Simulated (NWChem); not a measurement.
Species: CHF2NOSi; SMILES F[SiH](OC#N)F

```xyz
7

N      0.1096    -2.9978    -0.1406
C     -0.1693    -1.8856     0.1207
O     -0.5078    -0.6760     0.4366
Si     0.0231     0.7414    -0.3409
F      1.4753     1.1195     0.2446
F     -1.0389     1.8546     0.1272
H      0.0608     0.5590    -1.8067
```
Atoms are numbered in this order, from 1.

All runs: NWChem. Pople sets run with spherical d functions. Coordinates come from a PBE-D3(BJ)/def2-SVP optimisation. Ions are spin-unrestricted doublets at the neutral geometry; other ion states weren't tried.

**Question.** Estimate the computed values for PBE/6-311++G**. Quantities: vertical ionisation energy, ΔSCF (eV); −ε(HOMO) (eV).

**Answer.** 
| Quantity | Value |
|---|---|
| vertical ionisation energy, ΔSCF (eV) | 11.74 |
| −ε(HOMO) (eV) | 7.92 |
